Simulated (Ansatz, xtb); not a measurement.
## C3H4F3N: which of two isomers lies lower

We compare a, `C=NCC(F)(F)F`, a singlet, with b, `[H]/N=C(/C)C(F)(F)F`, a singlet. Both are isolated molecules in the gas phase, relaxed with PBE0-D3(BJ)/def2-SVP; the shapes shown needn't be the lowest conformers.

a (Å):

| atom | x (Å) | y (Å) | z (Å) |
| --- | --- | --- | --- |
| C | -0.9681 | -0.6038 | 2.1506 |
| C | -0.2614 | -1.8251 | 0.3202 |
| C | -0.5684 | -1.4563 | -1.1165 |
| F | -1.7539 | -0.8519 | -1.2181 |
| F | 0.3485 | -0.6471 | -1.6367 |
| F | -0.6112 | -2.5628 | -1.8673 |
| N | -0.2094 | -0.6548 | 1.1442 |
| H | -0.9492 | 0.2858 | 2.7956 |
| H | -1.6670 | -1.4173 | 2.4327 |
| H | -1.0150 | -2.5749 | 0.6336 |
| H | 0.7275 | -2.3109 | 0.3112 |

b (Å):

```tsv
atom	x (Å)	y (Å)	z (Å)
C	-0.8872	-1.0102	1.7300
C	-0.5167	-1.7671	0.4972
C	-0.5803	-0.9583	-0.7950
F	-1.8138	-0.4907	-0.9995
F	0.2451	0.0893	-0.7378
F	-0.2392	-1.6909	-1.8547
N	-0.1758	-2.9847	0.5199
H	-0.8107	-1.6755	2.5978
H	-0.2206	-0.1445	1.8644
H	-1.9138	-0.6210	1.6482
H	0.0380	-3.3147	-0.4274
```

Estimate which is lower in electronic energy at CCSD(T)/def2-SVP + ΔMP2/def2-TZVPP, and by roughly how much.

The CCSD(T)/def2-SVP + ΔMP2/def2-TZVPP calculation puts structure b lower, by 0.377 eV.

Level by level:

```csv
level,geometry,E(b) − E(a) (eV),departure from the last row (eV),"job, with rough time for the two"
GFN2-xTB,GFN2-xTB,−0.140,+0.238,"optimisation, 0.24 s"
HF/STO-3G,GFN2-xTB,−0.277,+0.100,"single point, 0.74 s"
r2SCAN-D4/def2-SVP,GFN2-xTB,−0.440,−0.063,"single point, 4.3 s"
PBE0-D3(BJ)/def2-SVP,PBE0-D3(BJ)/def2-SVP,−0.435,−0.057,"optimisation, 66 s"
HF/def2-SVP,PBE0-D3(BJ)/def2-SVP,−0.309,+0.068,part of the CCSD(T) run
MP2/def2-SVP,PBE0-D3(BJ)/def2-SVP,−0.424,−0.047,part of the CCSD(T) run
CCSD(T)/def2-SVP,PBE0-D3(BJ)/def2-SVP,−0.389,−0.011,single point
CCSD(T)/def2-SVP + ΔMP2/def2-TZVPP,PBE0-D3(BJ)/def2-SVP,−0.377,,"single point, 67 s"
```

As drawn, b has 1 N–H, 1 C–C in place of 1 C–N, 1 C–H.

The levels shown agree on the order. The largest departure from CCSD(T)/def2-SVP + ΔMP2/def2-TZVPP is that of GFN2-xTB, 0.238 eV. The last row adds to CCSD(T) the change of the MP2 difference between the two basis sets, here +0.011 eV.

With thermal terms from frequencies at re-optimised GFN2-xTB minima (ideal gas, soft modes damped towards free rotors, one conformer each, 298.15 K, 1 atm): on the last row, ΔE + ΔZPE = −0.360, ΔH = −0.354, ΔG = −0.353 eV.

The correlated steps freeze 7 core orbitals. Programs: Ansatz 0.2.0, xtb 6.7.1; the last row on 2 threads of Intel(R) Xeon(R) Platinum 8259CL CPU @ 2.50GHz (Skylake/Cascade Lake) on a shared host.
